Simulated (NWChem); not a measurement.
# SnF2, singlet; SMILES [F][Sn][F]

```xyz
3

Sn     0.0000     0.0000     0.3456
F     -1.4491     0.0000    -0.9601
F      1.4491     0.0000    -0.9601
```
Atoms are numbered in this order, from 1.

Low-valent species are run as closed-shell singlets; no triplet was tried in these runs. Geometry: optimised at PBE0/def2-SVP. Not confirmed as a minimum by frequencies. def2 effective core potentials on Sn; no spin-orbit coupling.

Symmetry labels are those of C2v in the frame above (b1 and b2, or b-type labels, depend on it).

Question: List the 4 lowest vertical singlet excitations from CAM-B3LYP/def2-SVPD with def2 effective core potentials on Sn, TDA (NWChem).

Answer: 
```csv
state,energy (eV),oscillator strength,symmetry,leading excitation (squared amplitude)
S1,5.25,0.163,b2,HOMO → LUMO (0.96)
S2,6.34,0.000,a2,HOMO−1 → LUMO (0.99)
S3,6.86,0.017,b1,HOMO−2 → LUMO (0.75)
S4,7.05,0.021,b2,HOMO−4 → LUMO (0.97)
```
